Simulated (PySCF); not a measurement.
**17O chemical shifts**

[PySCF 2.14: GFN2-xTB geometry; NMR shieldings at PBE0/pcSseg-1/GIAO; relativity neglected; gas phase; a single conformation; one averaged value for each set of equivalent atoms]

Shieldings were converted by a linear fit to measured shifts: 17O (scatter 10.7 ppm rms, 12.2 ppm with the 3 outliers that the fit left out vs liquid water, solution or neat liquid). A few per cent of atoms miss by over 2 rms, more outside the fitted compound classes.

Problem. Give the 17O shifts of `COC(=O)c1ocpc1F`, `COC1=C[Si@@H](O)C=C1F`, `COC1=C(F)C(=O)C=C(C)C1=O`, `COC1=CC=C(C)[P@@]1(=O)P`, `O=C1OCC=C1C[SiH2]F`, `CC(=O)c1cc(C)oc1C(=O)F`.

Solution. 
```tsv
compound	environment	δ (ppm)
[CH3:1][O:2][C:3](=[O:4])[c:5]1[o:6][cH:7][p:8][c:9]1[F:10]	O4: ester carbonyl oxygen	334.8
[CH3:1][O:2][C:3](=[O:4])[c:5]1[o:6][cH:7][p:8][c:9]1[F:10]	O6: aromatic ring oxygen	269.7
[CH3:1][O:2][C:3](=[O:4])[c:5]1[o:6][cH:7][p:8][c:9]1[F:10]	O2: ester alkoxy oxygen	124.7
[CH3:1][O:2][C:3]1=[CH:4][Si@@H:5]([OH:6])[CH:7]=[C:8]1[F:9]	O2: ether oxygen	82.5
[CH3:1][O:2][C:3]1=[CH:4][Si@@H:5]([OH:6])[CH:7]=[C:8]1[F:9]	O6: oxygen bonded to Si, H	-22.9
[CH3:1][O:2][C:3]1=[C:4]([F:5])[C:6](=[O:7])[CH:8]=[C:9]([CH3:10])[C:11]1=[O:12]	O12: ketone oxygen	611.2
[CH3:1][O:2][C:3]1=[C:4]([F:5])[C:6](=[O:7])[CH:8]=[C:9]([CH3:10])[C:11]1=[O:12]	O7: ketone oxygen	608.1
[CH3:1][O:2][C:3]1=[C:4]([F:5])[C:6](=[O:7])[CH:8]=[C:9]([CH3:10])[C:11]1=[O:12]	O2: ether oxygen	67.8
[CH3:1][O:2][C:3]1=[CH:4][CH:5]=[C:6]([CH3:7])[P@@:8]1(=[O:9])[PH2:10]	O2: ether oxygen	67.9
[CH3:1][O:2][C:3]1=[CH:4][CH:5]=[C:6]([CH3:7])[P@@:8]1(=[O:9])[PH2:10]	O9: P=O oxygen	46.3
[O:1]=[C:2]1[O:3][CH2:4][CH:5]=[C:6]1[CH2:7][SiH2:8][F:9]	O1: ester carbonyl oxygen	330.7
[O:1]=[C:2]1[O:3][CH2:4][CH:5]=[C:6]1[CH2:7][SiH2:8][F:9]	O3: ester alkoxy oxygen	156.9
[CH3:1][C:2](=[O:3])[c:4]1[cH:5][c:6]([CH3:7])[o:8][c:9]1[C:10](=[O:11])[F:12]	O3: ketone oxygen	585.5
[CH3:1][C:2](=[O:3])[c:4]1[cH:5][c:6]([CH3:7])[o:8][c:9]1[C:10](=[O:11])[F:12]	O11: carbonyl oxygen	349.9
[CH3:1][C:2](=[O:3])[c:4]1[cH:5][c:6]([CH3:7])[o:8][c:9]1[C:10](=[O:11])[F:12]	O8: aromatic ring oxygen	253.2
```

Problem. Order these by 17O shift, lowest first.
A. O=[PH]1CC[SiH2]CC1
B. C=C([SiH3])C=O
C. FCC#C[SiH]1OCCO1

Solution. C (-5.2 ppm, oxygen bonded to C, Si, in a 5-membered ring), A (25.5 ppm, P=O oxygen), B (598.0 ppm, aldehyde oxygen).
